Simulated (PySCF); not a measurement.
Mapped SMILES: `[CH3:1][SiH2:2]/[C:3]([F:4])=[CH:5]\[SiH2:6][O:7][SiH3:8]`. Hydrogens are named by the atom that carries them.

All values are calculated (PySCF 2.14): NMR shieldings at PBE0/pcSseg-1/GIAO, structure optimised with GFN2-xTB. No solvent, one computed conformer, no relativistic terms, rapidly exchanging positions averaged.

Problem. List the cross peaks expected in HSQC, COSY and HMBC spectra.

Solution. 

HSQC (one-bond C–H):
```tsv
δH	δC
6.09 (H(C5))	120.7 (C5)
0.48 (H(C1))	-5.9 (C1)
```

COSY cross peaks (H two or three bonds apart, from the bond graph; peaks can be absent where the dihedral angle is near 90°):
```tsv
δH	δH
6.09 (H(C5))	5.30 (H(Si6))
4.46 (H(Si2))	0.48 (H(C1))
```

HMBC (two and three bonds, from the bond graph):
```tsv
δH	δC
6.09 (H(C5))	191.8 (C3)
5.30 (H(Si6))	191.8 (C3), 120.7 (C5)
4.46 (H(Si2))	191.8 (C3), 120.7 (C5), -5.9 (C1)
0.48 (H(C1))	191.8 (C3)
```

δ = σ(ref) − σ, references computed at the same level: TMS for $^{1}$H (σ = 31.72 ppm), $^{13}$C (σ = 186.93 ppm).

Short H···H contacts in this conformer between protons four or more bonds apart (candidates for NOE cross peaks, intensity ∝ r⁻⁶): H(C1)···H(Si8) 2.54 Å.

Shifts are as computed. Against solution values, carbons near 30 ppm lie about +3 ppm off and those near 130 ppm about +5 ppm. Of 1309 compounds with measured shifts, 239 miss one by over three times the rms of a fit or turn the order of signals round; such compounds aren't used in these exercises.
